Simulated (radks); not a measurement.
Q: These are the eigenvalues of the occupied orbitals of an atom or ion with whole-number occupations (eV). Calculated with a radial shooting solver on a logarithmic mesh with Libxc functionals: Dirac Kohn-Sham, PBEsol, spin-unpolarised, spherical densities, finite nucleus; Fermi nuclear charge, rms radius of each element as measured or else 0.836 A^(1/3) + 0.57 fm.

| orbital | eigenvalue |
|---|---|
| 1s1/2 | -82976.28 |
| 2s1/2 | -14702.91 |
| 2p1/2 | -14113.00 |
| 2p3/2 | -12166.50 |
| 3s1/2 | -3495.405 |
| 3p1/2 | -3228.418 |
| 3p3/2 | -2797.323 |
| 3d3/2 | -2353.057 |
| 3d5/2 | -2260.647 |
| 4s1/2 | -775.1451 |
| 4p1/2 | -660.4996 |
| 4p3/2 | -556.3106 |
| 4d3/2 | -368.3993 |
| 4d5/2 | -348.9714 |
| 5s1/2 | -126.9353 |
| 4f5/2 | -107.0739 |
| 4f7/2 | -102.8803 |
| 5p1/2 | -89.0466 |
| 5p3/2 | -70.7263 |
| 5d3/2 | -20.0286 |
| 5d5/2 | -18.1501 |
| 6s1/2 | -14.7592 |

Which element is it, and in what charge state? The configuration may be excited. Open shells, if any, fill j = l - 1/2 first.

A: Z = 80, mercury, charge +1: Hg+ in [Xe] 4f14 5d10 6s1. The list shows which subshells hold electrons but not how many an open one holds; the 1s level, -3049.3 hartree, gives Z - s = 78.1 by -(Z - s)^2/2, which with screening and relativity narrows Z to a few neighbours, and the depths of the outer levels then fix element, charge and occupations together.
